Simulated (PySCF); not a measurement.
Static response to an electric field

Species: C₄H₄FNO₂.
Numbering: `[N:1]#[C:2][C@@H:3]1[CH2:4][O:5][C@H:6]([F:7])[O:8]1` (hydrogens: H9 on C3; H10, H11 on C4; H12 on C6)

Geometry (GFN2-xTB, Å), atoms numbered from 1 in this order:
```
atom  x, y, z in Å
N1     1.767   -0.774    2.214
C2     1.323   -0.668    1.168
C3     0.751   -0.516   -0.161
C4     0.394    0.967   -0.460
O5    -0.976    0.906   -0.825
C6    -1.469   -0.225   -0.247
F7    -1.808    0.042    1.070
O8    -0.503   -1.188   -0.277
H9     1.432   -0.956   -0.899
H10    0.526    1.592    0.430
H11    0.950    1.384   -1.300
H12   -2.386   -0.566   -0.738
```

Level: wB97X-D/def2-SVPD (PySCF), static field, nuclei fixed, core orbitals frozen in the response. The polarisability tensor in these axes (au):

```
x   59.25 -0.53  6.89
y   -0.53 49.09 -3.33
z    6.89 -3.33 58.42
```

Problem. Give the principal values, the mean and the anisotropy Δα = √{½[(α1 − α2)² + (α2 − α3)² + (α1 − α3)²]}.

Solution. Principal values 47.69, 52.91 and 66.17 au; mean 55.59 au = 8.24 Å³ = 9.17 × 10⁻⁴⁰ C²·m²/J; Δα = 16.50 au (30 % of the mean).

Problem. What is the dipole moment, and where does it point?

Solution. (0.48, 0.90, -4.01) D, 4.14 D in size, pointing from the negative to the positive side. Measured along this direction, the outermost atoms are N1 at the negative end and H11 at the positive end.

Problem. Rayleigh depolarisation ratio (linearly polarised light, static tensor)?

Solution. ρ = 3Δα²/(45ᾱ² + 4Δα²) = 817.0/(139056 + 1089.3) = 0.00583.

Problem. Give the principal axes and the span of the nuclei along them.

Solution. Largest value along (0.70, -0.16, 0.69), where the nuclei span 5.00 Å; middle along (0.68, 0.43, -0.60), 3.86 Å; least along (-0.20, 0.89, 0.41), 2.99 Å. The response follows the extents in order.

Problem. In TDDFT the mean static polarisability is Σ f/ω² over all singlet excitations (ω in hartree). How much of it do the 8 lowest give? Their energies (eV) and oscillator strengths: 7.45, 0.0026; 7.86, 0.0041; 8.08, 0.0077; 8.33, 0.0025; 8.59, 0.0022; 8.75, 0.0009; 9.16, 0.0161; 9.29, 0.0125.

Solution. They add up to 0.48 au, 0.9 % of the 55.59 au; the largest single term is 0.14 au, from the state at 9.16 eV. Terms in order: 0.03, 0.05, 0.09, 0.03, 0.02, 0.01, 0.14, 0.11 au. Higher excitations give the rest. The strengths listed sum to 0.049.

Problem. What are the principal values of the traceless quadrupole moment, Θ = ½Σq(3rr − r²1), about the centre of nuclear charge?

Solution. -12.83, 3.25, 9.58 D·Å. The values depend on the origin, since the dipole doesn't vanish. The electronic extent ⟨r²⟩ about the same centre is 794 bohr², a root-mean-square distance of 1.92 Å for the 60 electrons.

Problem. How large is μ²/3kT at 273 K beside α?

Solution. In Gaussian units μ²/3kT = 151.32 Å³ against 8.24 Å³, a ratio of 18.37; the Debye molar polarisation (4π/3)N_A(α + μ²/3kT) is 402.5 cm³/mol, leaving out the vibrational part.

One conformer (not necessarily the lowest) at the GFN2-xTB geometry, without solvent, vibrations or thermal averaging.
